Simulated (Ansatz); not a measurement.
Reactions of `C[N](C)[Hf]([F])([SH])[Cl]`.

Gas-phase electronic energies from Ansatz, PBE0-D4/def2-TZVP geometries. CCSD(T)/CBS is the MP2 limit (def2-TZVPP, def2-QZVPP) plus CCSD(T) − MP2 in def2-TZVPP, frozen cores. This one scheme is used for every species. def2 core potentials past Kr. For Hf, I, Se, Sn outer-core shells are correlated without core-valence functions, which leaves a few kJ/mol of doubt a bond. Scalar relativity is left out up to krypton. Each species was taken in one conformer, which may not be the lowest.

(1) Order these by ΔE at CCSD(T)/CBS, lowest first. (Best estimate.)
A. `C[N](C)[Hf]([F])([SH])[Cl]` + `CO[Si](F)(Cl)[SeH]` → `C[N](C)[Hf]([F])([Cl])[SeH]` + `CO[Si](F)(S)Cl`
B. `C[N](C)[Hf]([F])([SH])[Cl]` + `O=C=[N][SnH2][Cl]` → `C[N](C)[Hf]([F])([Cl])[N]=C=O` + `[SH][SnH2][Cl]`
C. `C[N](C)[Hf]([F])([SH])[Cl]` + `[F][Al]([F])[Cl]` → `C[N](C)[Hf]([F])([Cl])[Cl]` + `[F][Al]([F])[SH]`
D. `C[N](C)[Hf]([F])([SH])[Cl]` + `F[SiH3]` → `[F][Hf]([F])([SH])[Cl]` + `CN(C)[SiH3]`
E. `C[N](C)[Hf]([F])([SH])[Cl]` + `CS[SiH2]I` → `C[N](C)[Hf]([F])([Cl])[I]` + `CS[SiH2]S`

Largest T1 diagnostic: 0.016, for `C[N](C)[Hf]([F])([Cl])[N]=C=O`.

## Answers

(1) B (-0.58 eV), E (-0.37 eV), C (-0.28 eV), A (-0.16 eV), D (-0.04 eV).
